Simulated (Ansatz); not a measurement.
Consider the ligand exchange at a Ge–C bond: `C/N=[CH]\[GeH3]` + CH₃NH₂ → `C[NH][GeH3]` + `C=NC`.

Gas-phase electronic energies from Ansatz, PBE0-D4/def2-TZVP geometries. CCSD(T)/CBS adds triple-zeta CCSD(T) − MP2 to the extrapolated MP2 energy (def2 sets, frozen cores). Functionals use def2-TZVPP. B3LYP here is the variant with VWN-RPA as its local correlation; programs differ in this. For Ge outer-core shells are correlated without core-valence functions, which leaves a few kJ/mol of doubt a bond. Scalar relativity is left out up to krypton.

```
             level  ΔE (kJ/mol)  difference from CCSD(T)/CBS
            PBE-D4        -13.7                          7.9
         r2SCAN-D4        -18.2                          3.4
          B3LYP-D4        -21.0                          0.6
           ωB97M-V        -22.1                         -0.5
            B2PLYP        -24.3                         -2.7
            r2SCAN        -18.5                          3.1
              PBE0        -18.5                          3.1
             B3LYP        -22.6                         -1.0
     HF/def2-TZVPP        -36.2                        -14.6
    MP2/def2-TZVPP        -25.2                         -3.6
SCS-MP2/def2-TZVPP        -27.8                         -6.2
   CCSD/def2-TZVPP        -25.1                         -3.5
     HF/def2-QZVPP        -36.6                        -15.0
SCS-MP2/def2-QZVPP        -27.1                         -5.5
      HF/CBS(def2)        -36.7                        -15.1
     MP2/CBS(def2)        -23.7                         -2.1
       CCSD(T)/CBS        -21.6                            0
```

Largest T1 diagnostic among the species: 0.012.

In def2-TZVPP, CCSD(T) changes the Hartree–Fock value by +13.1 kJ/mol (the triples alone add +2.0 kJ/mol) and MP2 by +11.0 kJ/mol. From PBE to PBE0 (25 % exact exchange), in def2-TZVPP and without D4, ΔE moves by −3.9 kJ/mol.
